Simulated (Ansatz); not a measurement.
Relaxation of C2H6BFOS (12 atoms, charge 0, multiplicity 1), to a largest force component of 0.02 eV/Å in at most 50 steps.

The calculation used RKS PBE-D4/def2-SVP in Ansatz.

```xyz
12
Properties=species:S:1:pos:R:3:forces:R:3
C -0.645 -0.989 1.683 -1.21 3.40 -0.57
S 0.764 -1.329 0.654 1.04 0.24 -0.68
B 0.642 0.284 -0.343 6.38 0.06 2.69
O 1.457 1.477 0.145 -3.98 -3.80 -1.92
C -0.179 0.347 -1.683 -0.99 -0.26 -0.10
F -1.176 1.318 -1.526 -0.94 0.63 -0.74
H -1.563 -0.826 1.031 0.41 -0.19 0.58
H -0.830 -1.762 2.373 -0.30 -1.65 1.15
H -0.520 0.004 2.295 0.00 -1.44 -0.83
H -0.122 1.153 -0.172 -0.62 3.18 1.09
H -0.652 -0.633 -1.853 -0.13 -0.18 -0.31
H 0.499 0.643 -2.494 0.35 0.02 -0.35
```

Task: Where does it end, and by what steps?

Result: The forces met the threshold. After 25 steps the energy has fallen by 5.413 eV; H11 moved furthest, 1.98 Å. Parted: B3–H10. Joined: O4–H10.

```
step  energy less start (eV)  largest force component (eV/Å)  accepted
   0                  0.0000                           6.383       yes
   1                 -1.4553                           3.567       yes
   2                 -2.7704                           2.983       yes
   3                 -3.4135                           4.995       yes
   4                 -4.1551                           2.293       yes
   5                 -4.5100                           1.786       yes
   6                 -4.7040                           0.799       yes
   7                 -4.8116                           1.160       yes
   8                 -4.8952                           0.849       yes
   9                 -4.9579                           0.609       yes
  10                 -4.9848                           0.406       yes
  11                 -4.9357                           1.052        no
  12                 -5.0092                           0.100       yes
  13                 -5.0301                           0.149       yes
  14                 -5.0670                           0.292       yes
  15                 -5.1350                           0.519       yes
  16                 -5.2039                           0.677       yes
  17                 -5.2916                           0.310       yes
  18                 -5.3454                           0.306       yes
  19                 -5.3626                           0.523       yes
  20                 -5.3898                           0.273       yes
  21                 -5.4077                           0.110       yes
  22                 -5.4099                           0.144       yes
  23                 -5.4121                           0.059       yes
  24                 -5.4128                           0.027       yes
  25                 -5.4131                           0.016       yes
```

```xyz
12
Properties=species:S:1:pos:R:3
C -0.578 -1.463 1.365
S 0.811 -0.272 1.466
B 0.578 0.717 -0.035
O 1.462 1.724 -0.278
C -0.597 0.484 -1.090
F -0.459 1.437 -2.120
H -0.516 -2.088 0.453
H -0.495 -2.125 2.248
H -1.559 -0.951 1.401
H 1.201 2.156 -1.119
H -1.608 0.601 -0.636
H -0.567 -0.532 -1.545
```

Run time: 65 s on 2 threads of Arm Neoverse V2, with other jobs on the host, peak memory 0.19 GiB.
